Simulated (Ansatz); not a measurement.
InCl2Br (InBrCl₂), relaxed as a singlet with RKS r2SCAN-D4/def2-SVP in Ansatz, starting from the GFN2-xTB geometry. Force threshold 0.02 eV/Å.

In the def2 sets In takes a core potential; there is no spin–orbit coupling.

Start:

Cartesian coordinates in Å:
```
In -0.011 0.004 0.062
Cl -0.680 1.994 0.983
Cl 0.253 -1.893 1.328
Br 0.438 -0.106 -2.373
```

Q: Estimate the energy that the relaxation releases and the steps that it takes.

A: 0.5 kcal/mol, in 4 steps; 43 s on 4 threads of Intel Xeon on a shared host. No frequencies were taken in this run, so the end may be a saddle point.

Q: Does the start keep its bonding and symmetry?

A: By distances, no bond broke or formed. The bond that changes most is In1–Cl2, from 2.29 to 2.33 Å (atoms count from 1). Point group C2v at the start, C2v at the end, both within 0.05 Å.

Q: Predict the relaxed structure.

A: 
```xyz
4

In   -0.003    0.001    0.019
Cl   -0.684    1.991    1.015
Cl    0.246   -1.886    1.359
Br    0.442   -0.106   -2.393
```
Bond lengths: 2 × Cl–In 2.33 Å; 1 × Br–In 2.46 Å.
